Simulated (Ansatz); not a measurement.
Stretching the Sn1–H3 bond in H5NSn (SMILES [NH2][SnH3]) (multiplicity 1 held, fragments rigid). Energies count from the point at 1.709 Å.
Geometry at that point (charge 0, multiplicity 1):
```json
[
 {"atom": "Sn", "x (Å)": "-0.2822", "y (Å)": "0.0278", "z (Å)": "0.0238"},
 {"atom": "N", "x (Å)": "1.7430", "y (Å)": "-0.1435", "z (Å)": "-0.2375"},
 {"atom": "H", "x (Å)": "-0.9860", "y (Å)": "-1.0254", "z (Å)": "-1.1231"},
 {"atom": "H", "x (Å)": "-0.6513", "y (Å)": "1.6659", "z (Å)": "-0.2925"},
 {"atom": "H", "x (Å)": "-0.8107", "y (Å)": "-0.3950", "z (Å)": "1.6067"},
 {"atom": "H", "x (Å)": "2.0810", "y (Å)": "-1.0886", "z (Å)": "-0.0975"},
 {"atom": "H", "x (Å)": "2.2736", "y (Å)": "0.4597", "z (Å)": "0.3804"}
]
```

Restricted levels (R-, RO-) in cc, def2 and unpolarised 6-31G sets keep to the state of the molecule at rest. U- levels take the lowest unrestricted solution at each point, which mixes spins at long bonds. Active spaces are followed from a long bond inwards. Curves can end on different states.

Frozen-core correlation. Filled d and f shells under p-block atoms count as core.

The values were computed with Ansatz (Gaussian orbitals). Each number belongs to the level named beside it. In def2 rows elements past Kr take small-core potentials, without spin–orbit coupling.

| level | energy at R = 5.468 Å (eV) |
|---|---|
| U-HF/def2-SVP | 2.645 |
| R-MP2/def2-SVP | 4.429 |
| R-SCS-MP2/def2-SVP | 3.977 |
| U-SCS-MP2/def2-SVP | 3.283 |
| U-CCSD/def2-SVP | 3.309 |
| CASSCF(2,2)/def2-SVP | 3.084 |
| SC-NEVPT2 on CASSCF(2,2)/def2-SVP | [?] |
| FIC-MRCISD on CASSCF(2,2)/def2-SVP | 3.307 |
| FIC-MRCISD+Q on CASSCF(2,2)/def2-SVP | 3.331 |

Q: Fill in the missing entries.

A: 
- SC-NEVPT2 on CASSCF(2,2)/def2-SVP, energy at R = 5.468 Å (eV): 3.214

Doubts at one or more of the structures used: a spin-contaminated determinant (U-HF/def2-SVP, U-SCS-MP2/def2-SVP, U-CCSD/def2-SVP); a restricted determinant that unrestricted orbitals would lower (R-MP2/def2-SVP, R-SCS-MP2/def2-SVP).

Ansatz is an electronic-structure program.
